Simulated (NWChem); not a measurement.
System: C2H6ClSi, doublet; SMILES Cl[Si](C)C

Here is an NWChem input.

```
start job
memory heap 200 mb stack 900 mb global 1100 mb
geometry units angstroms noautosym nocenter noautoz
  C     -0.237057    -1.180014    -1.557903
  Si     0.456718    -0.390790     0.000000
  C     -0.237057    -1.180014     1.557903
  Cl    -0.079515     1.631297     0.000000
  H      0.163918    -0.696913    -2.460977
  H      0.021464    -2.250189    -1.591847
  H     -1.336058    -1.084857    -1.574292
  H     -1.336058    -1.084857     1.574292
  H      0.163918    -0.696913     2.460977
  H      0.021464    -2.250189     1.591847
end
basis spherical
  C library 6-31g*
  Si library 6-31g*
  Cl library 6-31g*
  H library 6-31g*
end
dft
  odft
  mult 2
  xc m06-2x
  iterations 150
end
cosmo
  do_cosmo_smd true
  solvent water
end
task dft energy
```

Parts of the log:

```
             Northwest Computational Chemistry Package (NWChem) 7.3.0
             --------------------------------------------------------

                             Geometry "geometry" -> ""
                             -------------------------

 Output coordinates in angstroms (scale by  1.889725989 to convert to a.u.)

  No.       Tag          Charge          X              Y              Z
 ---- ---------------- ---------- -------------- -------------- --------------
    1 C                    6.0000    -0.23705700    -1.18001400    -1.55790300
    2 Si                  14.0000     0.45671800    -0.39079000     0.00000000
    3 C                    6.0000    -0.23705700    -1.18001400     1.55790300
    4 Cl                  17.0000    -0.07951500     1.63129700     0.00000000
    5 H                    1.0000     0.16391800    -0.69691300    -2.46097700
    6 H                    1.0000     0.02146400    -2.25018900    -1.59184700
    7 H                    1.0000    -1.33605800    -1.08485700    -1.57429200
    8 H                    1.0000    -1.33605800    -1.08485700     1.57429200
    9 H                    1.0000     0.16391800    -0.69691300     2.46097700
   10 H                    1.0000     0.02146400    -2.25018900     1.59184700

 Effective nuclear repulsion energy (a.u.)     205.6046516819

                                 NWChem DFT Module
                                 -----------------

 Summary of "ao basis" -> "ao basis" (spherical)
 ------------------------------------------------------------------------------
       Tag                 Description            Shells   Functions and Types
 ---------------- ------------------------------  ------  ---------------------
 C                           6-31g*                  6       14   3s2p1d
 Si                          6-31g*                  8       18   4s3p1d
 Cl                          6-31g*                  8       18   4s3p1d
 H                           6-31g*                  2        2   2s

 in cosmo_initialize ...
 calling solv_data for solv:h2o

 solvent parameters
 solvname_short: h2o
 solvname_long:  water
 dielec:       78.4000
 dielecinf:     1.7769
 aqueous SMD model solvent descriptors
 dielec:       78.4000
 sola:          0.8200

          ---------------
          -cosmo- solvent
          ---------------
 Cosmo: York-Karplus, doi: 10.1021/jp992097l
 dielectric constant -eps-     =  78.40
 screen = (eps-1)/(eps    )    =   0.98724
 surface charge correction     = lagrangian

   van der Waals surface
 --------------------------

 ---------- ATOMIC COORDINATES (A.U.) ------------ VDWR(ANG.) --
     1   -0.44797277   -2.22990312   -2.94400979     1.850
     2    0.86307187   -0.73848602    0.00000000     2.470
     3   -0.44797277   -2.22990312    2.94400979     1.850
     4   -0.15026156    3.08270434    0.00000000     2.380
     5    0.30976010   -1.31697461   -4.65057219     1.200
     6    0.04056108   -4.25224063   -3.00815465     1.200
     7   -2.52478352   -2.05008247   -2.97498051     1.200
     8   -2.52478352   -2.05008247    2.97498051     1.200
     9    0.30976010   -1.31697461    4.65057219     1.200
    10    0.04056108   -4.25224063    3.00815465     1.200
 number of segments per atom =        128
 number of   points per atom =        128
 atom (   nspa,  nppa )
 ----------------------
    1 (     44,     0 )       0
    2 (     56,     0 )       0
    3 (     44,     0 )       0
    4 (     94,     0 )       0
    5 (     53,     0 )       0
    6 (     48,     0 )       0
    7 (     51,     0 )       0
    8 (     51,     0 )       0
    9 (     53,     0 )       0
   10 (     48,     0 )       0
 number of -cosmo- surface points =      542
 molecular surface =    134.925 angstrom**2
 molecular volume  =    124.579 angstrom**3
 -lineq- algorithm             =   0
 -bem- low  level              =   3
 -bem- from -octahedral-
 gaussian surface charge width =   4.50000
 degree of switching           =   1.00000
 switching function tolerance  =   0.00010
 atomic radii =
 --------------
    1  6.000  1.850
    2 14.000  2.470
    3  6.000  1.850
    4 17.000  2.380
    5  1.000  1.200
    6  1.000  1.200
    7  1.000  1.200
    8  1.000  1.200
    9  1.000  1.200
   10  1.000  1.200
 ...... end of -cosmo- initialization ......

[...]

                                COSMO-SMD solvation results
                                ---------------------------

             internal energy in gas <Psi(g)|H|Psi(g)> =      -829.410339399704
         internal energy in solvent <Psi(s)|H|Psi(s)> =      -829.409473524338
                               delta internal energy  =         0.000865875366 (    0.54 kcal/mol)
   total free energy in solvent <Psi(s)|H+V/2|Psi(s)> =      -829.415671134644
 polarization energy contribution <Psi(s)|V/2|Psi(s)> =        -0.006197610306 (   -3.89 kcal/mol)
    total free energy in solvent including G(SMD-CDS) =      -829.410616916293
                       G(SMD-CDS) energy contribution =         0.005054218351 (    3.17 kcal/mol)
     1 M fixed-concentration free energy of solvation =        -0.000277516589 (   -0.17 kcal/mol)

                    DFT Final Alpha Molecular Orbital Analysis
                    ------------------------------------------

 Vector   23  Occ=1.000000D+00  E=-3.951154D-01
              MO Center= -5.8D-03,  1.2D+00, -3.7D-10, r^2= 2.5D+00
   Bfn.  Coefficient  Atom+Function         Bfn.  Coefficient  Atom+Function
  ----- ------------  ---------------      ----- ------------  ---------------
    53      0.541993   4 Cl px               54      0.377544   4 Cl py
    57      0.302065   4 Cl px               49     -0.210326   4 Cl px
    58      0.199353   4 Cl py               50     -0.146511   4 Cl py
    21      0.125378   2 Si px               20      0.089368   2 Si s
    22     -0.083924   2 Si py                4      0.079122   1 C  py

 Vector   24  Occ=1.000000D+00  E=-3.554842D-01
              MO Center= -6.2D-02, -4.3D-02,  3.7D-09, r^2= 4.0D+00
   Bfn.  Coefficient  Atom+Function         Bfn.  Coefficient  Atom+Function
  ----- ------------  ---------------      ----- ------------  ---------------
    55      0.450940   4 Cl pz               23     -0.284730   2 Si pz
    59      0.271468   4 Cl pz                5      0.241055   1 C  pz
    37      0.241055   3 C  pz               51     -0.174240   4 Cl pz
     9      0.158918   1 C  pz               41      0.158918   3 C  pz
     4      0.120266   1 C  py               36     -0.120266   3 C  py

 Vector   25  Occ=1.000000D+00  E=-2.449821D-01
              MO Center=  7.3D-01, -3.0D-01,  8.1D-10, r^2= 3.0D+00
   Bfn.  Coefficient  Atom+Function         Bfn.  Coefficient  Atom+Function
  ----- ------------  ---------------      ----- ------------  ---------------
    21      0.542985   2 Si px               24      0.438870   2 Si s
    25      0.298598   2 Si px               53     -0.254151   4 Cl px
    20      0.243067   2 Si s                57     -0.215202   4 Cl px
    17     -0.194113   2 Si px                6     -0.138536   1 C  s
    38     -0.138536   3 C  s                70      0.138029   7 H  s

 Vector   26  Occ=0.000000D+00  E= 6.414098D-02
              MO Center=  5.1D-01, -2.5D-01,  2.1D-09, r^2= 4.3D+00
   Bfn.  Coefficient  Atom+Function         Bfn.  Coefficient  Atom+Function
  ----- ------------  ---------------      ----- ------------  ---------------
    26      1.184413   2 Si py               56     -0.823393   4 Cl s
    58      0.605731   4 Cl py               22      0.506171   2 Si py
    24      0.492195   2 Si s                54      0.259057   4 Cl py
    25     -0.254225   2 Si px               68      0.224656   6 H  s
    76      0.224656  10 H  s                52     -0.212595   4 Cl s

 Vector   27  Occ=0.000000D+00  E= 9.993916D-02
              MO Center=  7.0D-01, -2.8D-01, -5.9D-08, r^2= 4.8D+00
   Bfn.  Coefficient  Atom+Function         Bfn.  Coefficient  Atom+Function
  ----- ------------  ---------------      ----- ------------  ---------------
    27      1.506227   2 Si pz                6      0.977399   1 C  s
    38     -0.977399   3 C  s                23      0.310860   2 Si pz
    59     -0.312387   4 Cl pz                8      0.214911   1 C  py
    40     -0.214911   3 C  py               70     -0.211620   7 H  s
    72      0.211620   8 H  s                 9      0.209195   1 C  pz

 Vector   28  Occ=0.000000D+00  E= 1.187107D-01
              MO Center= -3.8D-01, -9.9D-01,  5.1D-08, r^2= 5.4D+00
   Bfn.  Coefficient  Atom+Function         Bfn.  Coefficient  Atom+Function
  ----- ------------  ---------------      ----- ------------  ---------------
    24     -1.556171   2 Si s                 6      1.450514   1 C  s
    38      1.450514   3 C  s                25      0.715829   2 Si px
    66     -0.452480   5 H  s                74     -0.452480   9 H  s
    68     -0.403004   6 H  s                76     -0.403004  10 H  s
    26      0.347477   2 Si py               58     -0.304366   4 Cl py

                     DFT Final Beta Molecular Orbital Analysis
                     -----------------------------------------

 Vector   22  Occ=1.000000D+00  E=-4.008939D-01
              MO Center= -4.7D-02,  6.3D-01, -1.5D-09, r^2= 3.6D+00
   Bfn.  Coefficient  Atom+Function         Bfn.  Coefficient  Atom+Function
  ----- ------------  ---------------      ----- ------------  ---------------
    55      0.556027   4 Cl pz               59      0.304247   4 Cl pz
    23      0.220191   2 Si pz               51     -0.216240   4 Cl pz
     5     -0.185831   1 C  pz               37     -0.185831   3 C  pz
     9     -0.107056   1 C  pz               41     -0.107056   3 C  pz
    65      0.096431   5 H  s                73     -0.096431   9 H  s

[...]
```

Level: M06-2X/6-31G* (spherical d), spin-unrestricted, SMD on the gas-phase geometry. In the optimisation the excess spin sits in a' (Cs, its own frame). The geometry was optimised at PBE0/def2-SVP, spin-unrestricted. No stability test was run on the SCF state. Solvent: water.
